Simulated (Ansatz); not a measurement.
`O[SiH](O)N[SiH](O)Cl` and `O[SiH](O)N[SiH2]Cl` differ in one atom or group.

Ansatz, PBE0-D4/def2-TZVP geometries, multiplicity 1. Each molecule was computed in one conformer, which needn't be the lowest.

| property | `O[SiH](O)N[SiH](O)Cl` |
| --- | --- |
| size of the dipole moment (ωB97M-V/def2-TZVPP) / D | 3.71 |
| size of the dipole moment (PBE/def2-TZVPP) / D | 3.59 |
| HOMO energy (PBE/def2-TZVPP) / eV | -6.87 |
| HOMO energy (B3LYP/def2-TZVPP) / eV | -8.05 |
| HOMO–LUMO gap (ωB97M-V/def2-TZVPP) / eV | 12.58 |
| HOMO–LUMO gap (PBE/def2-TZVPP) / eV | 6.45 |

Problem. What does the change do to each property? (Best estimate.)

Solution. Computed: 
```
                                          property  `O[SiH](O)N[SiH2]Cl`  shift
size of the dipole moment (ωB97M-V/def2-TZVPP) / D                  1.76  -1.95
    size of the dipole moment (PBE/def2-TZVPP) / D                  1.65  -1.94
                 HOMO energy (PBE/def2-TZVPP) / eV                 -6.84   0.03
               HOMO energy (B3LYP/def2-TZVPP) / eV                 -8.00   0.05
           HOMO–LUMO gap (ωB97M-V/def2-TZVPP) / eV                 12.47  -0.11
               HOMO–LUMO gap (PBE/def2-TZVPP) / eV                  6.30  -0.15
```

With PBE0 the HOMO rises by 0.05 eV and the LUMO falls by 0.17 eV, so the gap narrows by about 0.22 eV. PBE moves the HOMO by 0.03 eV and ωB97M-V by 0.06 eV. Dipoles are sizes alone; their direction can turn.

B3LYP here is the variant with VWN-RPA as its local correlation; programs differ in this.
